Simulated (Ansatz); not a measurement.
C4H10BN, SMILES C[C@@H]1B(N)CC1.

Geometry optimised at B3LYP-D3(BJ)/def2-SVP. The structure was generated by enumeration; whether it is a known compound was not checked. The values are those of a single conformer.

Two levels are set side by side: PBE/def2-SVPD (Ansatz, a program for electronic structure) and CAM-B3LYP/def2-SVPD (Ansatz). Energy differences of separate SCF runs at the same geometry; the states with an electron removed or added have multiplicity 2 and 2. Differences are taken from unrounded values.

```csv
quantity,CAM-B3LYP
vertical ionisation energy (eV),9.68
vertical singlet–triplet gap (eV),6.30
```

Q: What does PBE give, and how far is it from CAM-B3LYP? (An estimate is asked for; the answer gives what the named calculation found.)

A: 
```
quantity                            PBE  PBE minus CAM-B3LYP
---------------------------------  ----  -------------------
vertical ionisation energy (eV)    9.21                -0.46
vertical singlet–triplet gap (eV)  5.69                -0.61
```
